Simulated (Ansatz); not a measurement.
AlFH2 (SMILES [F][AlH2]) moved off its minimum; all values from Ansatz (an electronic-structure program), cores frozen in correlated methods.
(charge 0, multiplicity 1)
```xyz
4

Al    -0.2073    -0.4336     0.1866
H      0.4217    -1.2469     1.2461
H     -1.5299    -0.7310    -0.5237
F      0.4847     0.8740    -0.2884
```

Task: Give the forces (eV/Å), the total energy and the dipole at CCSD(T)/aug-cc-pV(T+d)Z.

Result: 
```json
[
 {"atom": "Al1", "Fx": "-1.974", "Fy": "-2.122", "Fz": "0.193"},
 {"atom": "H2", "Fx": "0.725", "Fy": "-0.916", "Fz": "1.190"},
 {"atom": "H3", "Fx": "-0.625", "Fy": "-0.259", "Fz": "-0.263"},
 {"atom": "F4", "Fx": "1.874", "Fy": "3.296", "Fz": "-1.119"}
]
```
Energy -342.9989 hartree, dipole 1.09 D.
